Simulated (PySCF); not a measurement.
SMILES CCC[CH]CC(C)=O, doublet, GFN2-xTB optimised geometry.

```
21

C     -3.27    -2.07    -2.76
C     -1.82    -1.62    -2.76
C     -1.24    -1.59    -1.35
C      0.16    -1.13    -1.29
C      0.76    -0.77     0.00
C      0.19     0.65     0.00
C      1.10     1.70    -0.58
O     -0.94     0.88     0.39
H     -3.67    -2.08    -3.78
H     -3.88    -1.40    -2.16
H     -3.36    -3.08    -2.35
H     -1.23    -2.29    -3.39
H     -1.75    -0.62    -3.20
H     -1.33    -2.59    -0.90
H     -1.85    -0.93    -0.71
H      0.67    -0.86    -2.20
H      1.85    -0.77     0.00
H      0.36    -1.35     0.83
H      0.53     2.59    -0.83
H      1.61     1.33    -1.47
H      1.85     1.96     0.16
```

Density from unrestricted PBE0/def2-SVP run with PySCF at that geometry.

Minimum of the electron density along straight lines between bonded atoms, close to the bond critical point (lines longer than 1.1 times the sum of covalent radii, or with two minima, are not listed):

```csv
bond,length / Å,ρ at the minimum / e bohr⁻³,∇²ρ there / e bohr⁻⁵,position (fraction from the first atom)
C1–C2,1.523,0.244,-0.56,0.50
C2–C3,1.527,0.244,-0.56,0.50
C3–C4,1.476,0.266,-0.63,0.49
C4–C5,1.472,0.263,-0.60,0.50
C5–C6,1.528,0.244,-0.54,0.49
C6–C7,1.507,0.257,-0.61,0.51
C6–O8,1.214,0.405,0.37,0.33
C1–H9,1.087,0.276,-1.00,0.62
C1–H10,1.088,0.276,-1.01,0.62
C1–H11,1.088,0.276,-1.00,0.62
C2–H12,1.093,0.275,-0.99,0.62
C2–H13,1.092,0.276,-1.00,0.62
C3–H14,1.099,0.269,-0.94,0.62
C3–H15,1.102,0.270,-0.98,0.63
C4–H16,1.077,0.283,-1.06,0.63
C5–H17,1.087,0.278,-1.02,0.62
C5–H18,1.089,0.277,-1.03,0.63
C7–H19,1.087,0.277,-1.04,0.64
C7–H20,1.086,0.276,-1.01,0.63
C7–H21,1.090,0.272,-0.98,0.63
```
